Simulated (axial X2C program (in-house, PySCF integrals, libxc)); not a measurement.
# Spin–orbit effects down a group: molecules with In (ions), CCSD

All values come from calculations with an in-house all-electron X2C program for linear molecules (integrals from PySCF), spin-free (one-electron X2C) or two-component (2c: spin–orbit coupling with atomic mean-field Coulomb and Gaunt terms, which also bring small scalar terms), in Dyall basis sets with cores contracted in-house; open shells are unrestricted.

Basis sets: H dyall-v3z, In dyall-cv3z, Li dyall-cv3z, Na dyall-cv3z. Frozen shells (counts by l): InH⁺ In 4s3p1d, H none, 13 electrons correlated; LiIn⁺ In 4s3p1d, Li 1s, 13 electrons correlated; NaIn⁺ In 4s3p2d, Na 2s1p, 3 electrons correlated. Coupled cluster in natural virtuals with an MP2 remainder. Where the outer core of a metal is frozen, bonds come out longer and ionisation energies lower. Frozen cores can differ along the series, which adds to the trend.

```
molecule   spin-free state  Re (Å)  ωe (cm⁻¹)  De (eV)  2c state  Re 2c (Å)  ωe 2c (cm⁻¹)  De 2c (eV)
    InH⁺  M_S = 1/2, Λ = 0   1.831     1122.1     0.23   Ω = 1/2      1.830        1124.7        0.23
   LiIn⁺  M_S = 1/2, Λ = 0   3.212      196.8     1.24   Ω = 1/2      3.206         196.6        1.08
   NaIn⁺  M_S = 1/2, Λ = 0   3.559      103.2     0.92   Ω = 1/2      3.554         103.0         n/a
```

Question: Work out the shifts from the spin-free to the two-component result.

Answer: 

```json
{"molecule": "InH⁺", "2c state": "Ω = 1/2", "ΔRe (Å)": "-0.001", "Δωe (cm⁻¹)": "2.6", "ΔDe (eV)": "0.00"}
{"molecule": "LiIn⁺", "2c state": "Ω = 1/2", "ΔRe (Å)": "-0.006", "Δωe (cm⁻¹)": "-0.2", "ΔDe (eV)": "-0.16"}
{"molecule": "NaIn⁺", "2c state": "Ω = 1/2", "ΔRe (Å)": "-0.005", "Δωe (cm⁻¹)": "-0.2", "ΔDe (eV)": "n/a"}
```

Shifts of one unit in the last digit are rounding.

Fragments in 2c: In+ + H, In + Li+, In + Na+. Each entry is the lowest single determinant of a limited PBE0 search at one distance. De goes to single-determinant-based atoms at the same level (for ions the charge split of lowest energy) and is withheld (n/a) where an atom does not fit its ground term or J level. Main or longest-lived isotopes.
